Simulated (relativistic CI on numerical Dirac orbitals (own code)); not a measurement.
**Spin-allowed bands of a d8 ion in an octahedral site, by hand**

Problem. Take Δ = 8500 cm⁻¹ and B = 720 cm⁻¹ for a d8 ion in an octahedral site. Calculate the three spin-allowed bands.

Working.
1. The terms of highest spin are 3F (energy 0) and 3P (15B = 10800 cm⁻¹). Here the F term splits into A2 at −1.2Δ = -10200, T2 at −0.2Δ = -1700 and T1 at +0.6Δ = 5100 cm⁻¹.
2. The two T1 states mix through the element 0.4Δ: H = [[5100, 3400], [3400, 10800]], with roots ½(H₁₁ + H₂₂) ∓ ½√[(H₂₂ − H₁₁)² + 4H₁₂²] = ½(15900) ∓ ½(8873) = 3514 and 12386 cm⁻¹.
3. The ground term is 3A2 at -10200 cm⁻¹.
4. Bands: 3T2 8500 cm⁻¹ (1176 nm), 3T1(F) 13714 cm⁻¹ (729 nm), 3T1(P) 22586 cm⁻¹ (443 nm).

Check. Exact diagonalisation of the whole d8 shell with these parameters gives 3T2 8500, 3T1 13714, 3T1 22586 cm⁻¹. The match is exact, since without spin-orbit coupling no other term has this spin. The ratio of the second band to the first, 1.613, depends on Δ/B = 11.8 alone, which is how a Tanabe-Sugano diagram is read.
